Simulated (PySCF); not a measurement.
**Telling isomers of C3H9B apart by NMR**

- shielding tensors at PBE0/pcSseg-1 (GIAO)
- geometry: PBE0-D3(BJ)/def2-SVP
- B3LYP/pcJ-1 coupling constants (spin–dipole term left out of most H,H and C,H couplings)
- code: PySCF
- equivalent nuclei averaged, non-relativistic, single conformer, in vacuum

Chemical shifts δ = σref − σ; TMS for ¹H (31.27 ppm), ¹³C (184.41 ppm), all at this level. Multiplet labels drop J under 1 Hz and among equivalent protons, and merge close values. Unscaled 3J(H,H) run several per cent high. Vicinal couplings that depend on rotamer populations or ring flexing (ring, CH–CH, X–H and H–F types) are those of the one conformer. Couplings to H on boron are left out. Carbons bonded to boron are broad in practice. Shifts are as computed. Against solution values, carbons near 30 ppm lie about +2 ppm off and those near 130 ppm about +5 ppm. Of 1211 compounds with measured shifts, 218 miss one by over three times the rms of a fit or turn the order of signals round; such compounds aren't used in these exercises. Across acyclic CH2–CH2 and CH–CH2 bonds, 3J(H,H) assumes equally populated rotamers.

(1) Tabulate the signals of `BCCC`, `CB(C)C`, `BC(C)C` and their relative energies.

(2) What is the quickest way to tell CB(C)C from BC(C)C?

(3) What is the quickest way to tell BCCC from BC(C)C?

(4) What is the quickest way to tell BCCC from CB(C)C?

Results:

(1) 
```json
{"SMILES": "BCCC", "carbon types": "2×CH2 1×CH3", "δC": "38.6, 24.3, 19.0", "δH": "7.79 (br, 2H), 1.62 (m, 2H), 1.61 (m, 2H), 1.02 (m, 3H)", "E rel. (kcal/mol)": "26.6"}
{"SMILES": "CB(C)C", "carbon types": "3×CH3", "δC": "16.5", "δH": "0.88 (s, 9H)", "E rel. (kcal/mol)": "0.0"}
{"SMILES": "BC(C)C", "carbon types": "1×CH 2×CH3", "δC": "46.0, 21.9", "δH": "7.38 (br, 2H), 1.42 (d, 6H), 0.32 (sept of t, 1H)", "E rel. (kcal/mol)": "27.9"}
```

Energies are electronic energies at PBE0/pcSseg-1 on these geometries, without zero-point or thermal terms, each for the one conformer computed, which needn't be the lowest.

(2) Count the carbon signals: 1 against 2. The first has a methyl carbon bonded to B (CH3) at 16.5 ppm, the second an sp3 CH bonded to B at 46.0 ppm. In the proton spectra the most deshielded non-exchanging signals are 0.88 (s, 9H) and 7.38 (br, 2H).

(3) Count the carbon signals: 3 against 2. The first has an sp3 CH2 bonded to B at 38.6 ppm, the second an sp3 CH bonded to B at 46.0 ppm. In the proton spectra the most deshielded non-exchanging signals are 7.79 (br, 2H) and 7.38 (br, 2H).

(4) Count the carbon signals: 3 against 1. The first has an sp3 CH2 bonded to B at 38.6 ppm, the second a methyl carbon bonded to B (CH3) at 16.5 ppm. In the proton spectra the most deshielded non-exchanging signals are 7.79 (br, 2H) and 0.88 (s, 9H).
